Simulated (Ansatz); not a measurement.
Program: Ansatz. Geometries: PBE0-D4/def2-TZVP. ΔE: electronic, gas phase. CBS: MP2 limit from def2 TZ/QZ plus the TZ coupled-cluster correction, frozen cores. Functionals use def2-TZVPP. B3LYP here is the variant with VWN-RPA as its local correlation; programs differ in this. For Br outer-core shells are correlated without core-valence functions, which leaves a few kJ/mol of doubt a bond. Scalar relativity is left out up to krypton. Each species was taken in one conformer, which may not be the lowest.

Reaction (ligand exchange at the Si–O bond): `[SiH3]OC[SiH2]S` + `CO[SiH](O)Br` → `CO[SiH](Br)O[SiH3]` + `OC[SiH2]S`

`[SiH3]OC[SiH2]S`:

Z-matrix (Å, degrees):
```
Si
O 1 1.648
H 1 1.481 2 106.3
H 1 1.489 2 110.5 3 -120.1
H 1 1.489 2 110.4 3 120.1
C 2 1.422 1 121.1 3 -179.0
Si 6 1.887 2 107.6 1 178.6
H 6 1.100 2 110.9 1 -61.0
H 6 1.098 2 111.0 1 58.2
S 7 2.132 6 109.8 2 -58.1
H 7 1.485 6 108.7 2 64.4
H 7 1.485 6 110.4 2 -174.9
H 10 1.345 7 92.5 6 51.9
```

`CO[SiH](O)Br`:

```xyz
10

C     0.497   -1.383    0.751
O    -0.338   -0.255    0.600
Si   -0.428    0.718   -0.696
O    -1.378    1.985   -0.351
Br    1.638    1.378   -1.211
H     0.248   -2.161    0.022
H     1.550   -1.111    0.632
H     0.343   -1.782    1.754
H    -0.997    0.058   -1.883
H    -1.136    2.553    0.383
```

`CO[SiH](Br)O[SiH3]`:

Z-matrix (Å, degrees):
```
C
O 1 1.412
H 1 1.094 2 111.0
H 1 1.095 2 111.4 3 -121.5
H 1 1.090 2 107.9 3 119.3
Si 2 1.620 1 126.0 3 61.6
O 6 1.609 2 108.3 1 -174.5
Br 6 2.227 2 109.1 1 -54.8
H 6 1.473 2 112.5 1 64.1
Si 7 1.647 6 143.7 2 71.7
H 10 1.484 7 110.3 6 -25.8
H 10 1.483 7 109.2 6 94.9
H 10 1.482 7 107.6 6 -145.9
```

`OC[SiH2]S`:

Z-matrix (Å, degrees):
```
C
Si 1 1.886
O 1 1.420 2 107.3
H 1 1.100 2 109.2 3 121.3
H 1 1.098 2 109.0 3 -121.3
S 2 2.134 1 109.7 3 58.2
H 2 1.486 1 109.2 3 -64.7
H 2 1.486 1 110.1 3 175.0
H 3 0.960 1 109.0 2 -177.0
H 6 1.346 2 92.2 1 -48.3
```

```json
{"level": "PBE-D4", "ΔE (kcal/mol)": "-2.7", "difference from CCSD(T)/CBS": "1.3"}
{"level": "r2SCAN-D4", "ΔE (kcal/mol)": "-3.3", "difference from CCSD(T)/CBS": "0.7"}
{"level": "PBE0-D4", "ΔE (kcal/mol)": "-3.5", "difference from CCSD(T)/CBS": "0.5"}
{"level": "B3LYP-D4", "ΔE (kcal/mol)": "-3.7", "difference from CCSD(T)/CBS": "0.3"}
{"level": "ωB97X-V", "ΔE (kcal/mol)": "-3.7", "difference from CCSD(T)/CBS": "0.3"}
{"level": "ωB97M-V", "ΔE (kcal/mol)": "-3.5", "difference from CCSD(T)/CBS": "0.5"}
{"level": "B2PLYP", "ΔE (kcal/mol)": "-3.4", "difference from CCSD(T)/CBS": "0.6"}
{"level": "PBE", "ΔE (kcal/mol)": "-2.5", "difference from CCSD(T)/CBS": "1.5"}
{"level": "r2SCAN", "ΔE (kcal/mol)": "-3.3", "difference from CCSD(T)/CBS": "0.7"}
{"level": "PBE0", "ΔE (kcal/mol)": "-3.3", "difference from CCSD(T)/CBS": "0.7"}
{"level": "B3LYP", "ΔE (kcal/mol)": "-3.4", "difference from CCSD(T)/CBS": "0.6"}
{"level": "HF/def2-TZVPP", "ΔE (kcal/mol)": "-5.3", "difference from CCSD(T)/CBS": "-1.3"}
{"level": "MP2/def2-TZVPP", "ΔE (kcal/mol)": "-3.5", "difference from CCSD(T)/CBS": "0.5"}
{"level": "SCS-MP2/def2-TZVPP", "ΔE (kcal/mol)": "-3.8", "difference from CCSD(T)/CBS": "0.2"}
{"level": "CCSD/def2-TZVPP", "ΔE (kcal/mol)": "-4.1", "difference from CCSD(T)/CBS": "-0.1"}
{"level": "CCSD(T)/def2-TZVPP", "ΔE (kcal/mol)": "-3.7", "difference from CCSD(T)/CBS": "0.3"}
{"level": "HF/def2-QZVPP", "ΔE (kcal/mol)": "-5.5", "difference from CCSD(T)/CBS": "-1.5"}
{"level": "MP2/def2-QZVPP", "ΔE (kcal/mol)": "-3.7", "difference from CCSD(T)/CBS": "0.3"}
{"level": "SCS-MP2/def2-QZVPP", "ΔE (kcal/mol)": "-4.1", "difference from CCSD(T)/CBS": "-0.1"}
{"level": "HF/CBS(def2)", "ΔE (kcal/mol)": "-5.5", "difference from CCSD(T)/CBS": "-1.5"}
{"level": "MP2/CBS(def2)", "ΔE (kcal/mol)": "-3.8", "difference from CCSD(T)/CBS": "0.2"}
{"level": "CCSD/CBS(def2)", "ΔE (kcal/mol)": "-4.4", "difference from CCSD(T)/CBS": "-0.4"}
{"level": "CCSD(T)/CBS", "ΔE (kcal/mol)": "-4.0", "difference from CCSD(T)/CBS": "0"}
```

Largest T1 diagnostic among the species: 0.012.

From PBE to PBE0 (25 % exact exchange), in def2-TZVPP and without D4, ΔE moves by −0.8 kcal/mol. In def2-TZVPP, CCSD(T) changes the Hartree–Fock value by +1.5 kcal/mol (the triples alone add +0.4 kcal/mol) and MP2 by +1.8 kcal/mol.
